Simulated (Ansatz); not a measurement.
Input file for Ansatz (an electronic-structure program): R-PBE/def2-TZVPP on CH4BBr (SMILES CBBr), a point of a torsion scan.

Ansatz 0.2 input:
```yaml
crystal:
  periodic: [false, false, false]
  atoms:
    - {symbol: C, position_ang: [-0.72960128, -0.14674169, 0.01603158]}
    - {symbol: B, position_ang: [0.70465948, 0.28276477, 0.48221937]}
    - {symbol: Br, position_ang: [0.92844377, 1.83378279, 1.49364753]}
    - {symbol: H, position_ang: [-1.00894455, 0.44024829, -0.86333558]}
    - {symbol: H, position_ang: [-1.50063354, 0.05572982, 0.75971392]}
    - {symbol: H, position_ang: [-0.79961837, -1.19244500, -0.27477439]}
    - {symbol: H, position_ang: [1.66998198, -0.31756341, 0.19342236]}
basis:
  gaussian:
    orbitals: def2-TZVPP
hamiltonian:
  xc: {name: PBE}
scf: {lower_state_search: off}
```

The log:

```
WARN ansatz: RAYON_NUM_THREADS=1 ignored (pool sized by the plan → 1); use --threads N
Functional definition: PBE
these checks for a lower state are left out or cut short: stability, starts, cluster_reference, orbital_swaps, neighbouring_geometries, increment
integrals: 0.07 GiB planned
961 factors; their error is unknown
mean field: 0.56 GiB planned
mean field evaluation 1: about -71801.6224 eV, gradient 6.9e1 eV
mean field evaluation 2: about -71780.3801 eV, gradient 1.0e2 eV
mean field evaluation 4: about -71812.8805 eV, gradient 7.3e0 eV
mean field evaluation 8: about -71813.0088 eV, gradient 6.7e-2 eV
mean field evaluation 16: about -71812.9733 eV, gradient 4.3e-5 eV
mean field -71812.97330142 eV, -2639.0780922455 hartree, gradient 2.8e-6 eV, S^2 0.000000; 0 other end points of the search recorded, 0 dependent functions left out
reference -71812.97333767 eV, -2639.0780935777 hartree; 25, 25 occupied and 141, 141 virtual orbitals, 961 factors
Total energy: -71812.97333767 eV, -2639.0780935777 hartree
Checks for a lower state left out: stability, starts, cluster_reference, orbital_swaps, neighbouring_geometries, increment
```

The run converged.

Cost: very roughly 1.2 core-seconds.
